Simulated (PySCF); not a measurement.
## Polarisability and C₆ of Al (aluminium, neutral)

[Ne] 3s1 3p2, high-spin 4P determinant (an excited configuration). Computed with PySCF 2.14 in aug-cc-pV(Q+d)Z with one added diffuse shell each of s, p, d, f, g type (8s7p6d4f3g, 114 functions), with the non-relativistic Hamiltonian (point nucleus). Coupled (time-dependent) response in atomic units; α is the mean over directions.

| method | mean α (bohr³) | α xx, yy, zz | C₆ (like pair) | S(−4) |
| --- | --- | --- | --- | --- |
| UHF | 56.04 | 49.06, 59.54, 59.54 | 495.4 | 1415 |
| PBE | 63.65 | 52.03, 69.47, 69.47 | 574.4 | 2150 |
| PBE0 | 60.15 | 50.36, 65.05, 65.05 | 536.8 | 1798 |

S(−4) is the Cauchy moment in α(ω) = α(0) + S(−4) ω² + …

α(iu) at UHF:

```tsv
u (hartree)	α(iu) (bohr³)
0	56.04
0.0500	52.75
0.100	45.06
0.200	29.17
0.300	18.78
0.500	9.046
0.750	4.641
1.00	2.839
1.50	1.431
2.00	0.8988
3.00	0.4837
5.00	0.2281
```

A single London oscillator, α(iu) = α/(1 + u²/ω²), gives C₆ = (3/4) ω α². Matching the computed C₆ needs ω = 4 × 495.4 / (3 × 56.04²) = 0.210 hartree.

The components differ because the open shell of this determinant is not spherical; for a pure term their mean is the scalar polarisability.
